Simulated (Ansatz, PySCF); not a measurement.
The pair A = CH4 (SMILES C) (first 5 atoms), B = C3H6 (SMILES C=CC); geometry from B3LYP-D3(BJ)/def2-TZVP.
(charge 0, multiplicity 1):
```xyz
14

C     -0.15336     0.00770     0.50165
H     -1.19014    -0.28098     0.67118
H      0.23126    -0.51925    -0.37071
H     -0.10187     1.08185     0.32643
H      0.44208    -0.24752     1.37655
C      0.89516    -1.01035     4.32116
C      0.50851     0.25721     4.38743
C     -0.86650     0.75582     4.07705
H      0.20902    -1.79697     4.02707
H      1.90857    -1.30834     4.55731
H      1.23330     1.01051     4.68563
H     -0.84360     1.48182     3.25952
H     -1.53106    -0.05960     3.78922
H     -1.30182     1.26694     4.94048
```

Correlated levels freeze the cores.

The values were computed with Ansatz (Gaussian orbitals); PySCF for the dispersion terms. Each number belongs to the level named beside it.

The monomers are drawn apart, rigid, along the line of their centres of mass. Counterpoise-corrected interaction energies (kcal/mol):

```tsv
level	R = 4.986 Å	R = 6.208 Å
PBE-D3(BJ)/def2-TZVPPD	-0.4581	-0.1072
wB97M-V/def2-TZVPPD	-0.3451	-0.0936
CCSD(T)/aug-cc-pVDZ	-0.3246	-0.0860
```

Task: R is the distance of the centres of mass. Find the local exponent m of E ∝ R⁻ᵐ between the two points.

Result: 
m = ln(E₁/E₂)/ln(R₂/R₁): PBE-D3(BJ)/def2-TZVPPD 6.6; wB97M-V/def2-TZVPPD 6.0; CCSD(T)/aug-cc-pVDZ 6.1. For scale, two fixed dipoles give m = 3, dipole and quadrupole 4, quadrupoles 5, and dispersion or dipole-induced dipole 6 at long range; at these distances several terms mix, and what is left of overlap and damping shifts m, so it need not match one of them.

Ansatz is a quantum-chemistry and plane-wave program.
